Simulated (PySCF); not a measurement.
Predicted microwave data (PBE0/pcSseg-1 in PySCF (dipole) on a GFN2-xTB geometry, gas phase) for one isomer of FH12NSi5:

* Rotational constants: A = 1249, B = 504.7, C = 437.4 MHz
* Dipole components: |μa| = 0.97 D, |μb| = 0.24 D, |μc| = 0.55 D
* Inertial defect: -250.59 u·Å²
* κ: -0.83

Question: Which candidate fits, each taken in the one conformer that was computed?
A. `[F:1][SiH2:2][Si:3]([SiH3:4])([SiH3:5])[NH:6][SiH3:7]` with F1–Si2–Si3–Si4 -64°, Si2–Si3–N6–Si7 -55°
B. `[F:1][Si:2]([SiH3:3])([SiH3:4])[NH:5][SiH2:6][SiH3:7]` with F1–Si2–N5–Si6 -179°, Si2–N5–Si6–Si7 168°

Answer: B. It is F[Si]([SiH3])([SiH3])N[SiH2][SiH3], an asymmetric top, point group C1. The candidates at the same level (rigid rotor, commonest isotopes):

```
                            SMILES  A (MHz)  B (MHz)  C (MHz)  μa (D)  μb (D)  μc (D)  Δ (u·Å²)  point group           rotor
F[Si]([SiH3])([SiH3])N[SiH2][SiH3]     1249    504.7    437.4    0.97    0.24    0.55   -250.59           C1  asymmetric top
F[SiH2][Si]([SiH3])([SiH3])N[SiH3]    865.4    681.5    610.2    2.23    0.87    1.00   -497.28           C1  asymmetric top
```

`F[SiH2][Si]([SiH3])([SiH3])N[SiH3]` has C 39 % too high. No structure here is proved a minimum.
